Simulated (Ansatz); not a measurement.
Consider the redistribution: `CN([SiH2]O)[SiH2]O` + `[F][Mg][O][SiH3]` → `CN([SiH2]O)[SiH](O)F` + `[MgH][O][SiH3]`.

Calculated with Ansatz (gas phase, PBE0-D4/def2-TZVP geometries, no zero-point term in ΔE). CCSD(T)/CBS is the MP2 limit (def2-TZVPP, def2-QZVPP) plus CCSD(T) − MP2 in def2-TZVPP, frozen cores. Functionals use def2-TZVPP. B3LYP here is the variant with VWN-RPA as its local correlation; programs differ in this. For Mg outer-core shells are correlated without core-valence functions, which leaves a few kJ/mol of doubt a bond. Each species was taken in one conformer, which may not be the lowest.

`CN([SiH2]O)[SiH2]O`:

Cartesian coordinates in Å:
```
C 1.675 0.359 -0.837
N 0.451 0.099 -0.084
Si -0.203 1.428 0.818
O -1.702 1.023 1.337
Si -0.275 -1.449 -0.112
O -1.888 -1.241 -0.457
H 1.823 -0.399 -1.610
H 1.624 1.332 -1.337
H 2.564 0.358 -0.197
H 0.586 1.751 2.033
H -0.180 2.611 -0.089
H -2.214 0.504 0.706
H 0.417 -2.232 -1.170
H -0.209 -2.194 1.175
H -2.469 -1.949 -0.175
```

`[F][Mg][O][SiH3]`:

```xyz
7

F    -3.045    2.381   -0.680
Mg   -1.689    1.321   -0.377
O    -0.306    0.240   -0.068
Si    0.947   -0.740    0.211
H     0.567   -1.850    1.133
H     1.445   -1.352   -1.055
H     2.081    0.001    0.835
```

`CN([SiH2]O)[SiH](O)F`:

```xyz
15

C     0.502    0.678   -1.682
N     0.128    0.099   -0.385
Si    1.331   -0.973    0.271
O     0.815   -1.634    1.671
Si   -1.384    0.480    0.274
O    -1.273    0.251    1.898
F    -1.715    2.007   -0.048
H     0.343   -0.027   -2.505
H    -0.070    1.583   -1.888
H     1.559    0.964   -1.682
H     2.581   -0.178    0.430
H     1.604   -2.083   -0.677
H     0.223   -1.076    2.189
H    -2.548   -0.267   -0.252
H    -2.096    0.174    2.385
```

`[MgH][O][SiH3]`:

```xyz
7

Mg   -1.777   -0.594    1.145
O    -0.325   -0.110    0.208
Si    0.979    0.327   -0.631
H    -3.142   -1.049    2.025
H     0.765    1.625   -1.337
H     2.170    0.491    0.255
H     1.330   -0.691   -1.665
```

```csv
level,ΔE (kJ/mol),difference from CCSD(T)/CBS
PBE-D4,9.3,-0.3
r2SCAN-D4,4.2,-5.4
PBE0-D4,4.8,-4.8
B3LYP-D4,5.1,-4.5
ωB97X-V,4.2,-5.4
ωB97M-V,0.2,-9.4
B2PLYP,8.0,-1.6
PBE,11.0,1.4
r2SCAN,4.7,-4.9
PBE0,6.2,-3.4
B3LYP,7.8,-1.8
HF/def2-TZVPP,-6.6,-16.2
MP2/def2-TZVPP,10.9,1.3
SCS-MP2/def2-TZVPP,9.5,-0.1
CCSD/def2-TZVPP,2.7,-6.9
CCSD(T)/def2-TZVPP,3.2,-6.4
HF/def2-QZVPP,-3.3,-12.9
MP2/def2-QZVPP,15.7,6.1
SCS-MP2/def2-QZVPP,14.3,4.7
HF/CBS(def2),-2.9,-12.5
MP2/CBS(def2),17.2,7.6
CCSD/CBS(def2),9.0,-0.6
CCSD(T)/CBS,9.6,0
```

Largest T1 diagnostic among the species: 0.012.

From PBE to PBE0 (25 % exact exchange), in def2-TZVPP and without D4, ΔE moves by −4.8 kJ/mol. In def2-TZVPP, CCSD(T) changes the Hartree–Fock value by +9.8 kJ/mol (the triples alone add +0.6 kJ/mol) and MP2 by +17.5 kJ/mol.
